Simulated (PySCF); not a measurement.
**Electron correlation in Mn (manganese, neutral)**

[Ar] 3d7, high-spin 4F determinant (an excited configuration). Calculation: PySCF 2.14, in aug-cc-pVTZ; the non-relativistic Hamiltonian (point nucleus). Frozen: [Ar]; 7 electrons correlated.

```json
{"level": "CCSD", "correlation energy (mhartree)": "-222.44"}
{"level": "(T)", "correlation energy (mhartree)": "-13.96"}
{"level": "CCSD(T)", "correlation energy (mhartree)": "-236.40"}
```

Diagnostics: T1 = 0.081, D1 = 0.1524, largest double amplitude 0.047.

Task: Is a single reference adequate?

Result: Largely. T1 is above 0.03 while the doubles stay small, so the singles mainly relax the orbitals.
